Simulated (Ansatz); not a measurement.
A structure relaxed at B3LYP-D4/def2-TZVP in Ansatz, charge 0, singlet:

```xyz
4

Ga    0.549   -0.025   -0.243
O     1.911   -0.410   -1.095
O    -0.834    0.488    0.715
H    -1.626   -0.054    0.624
```

Problem. Give its formula and point group.

Solution. GaO2H. Point group Cs (tolerance 0.1 Å).

Problem. Summarise the bond lengths by kind (pairs closer than 1.2 times the sum of covalent radii, bridged metal pairs left out).

Solution. 2 × Ga–O 1.65 to 1.76 Å; 1 × H–O 0.96 Å.

The structure comes from a short search, and lower isomers may exist.
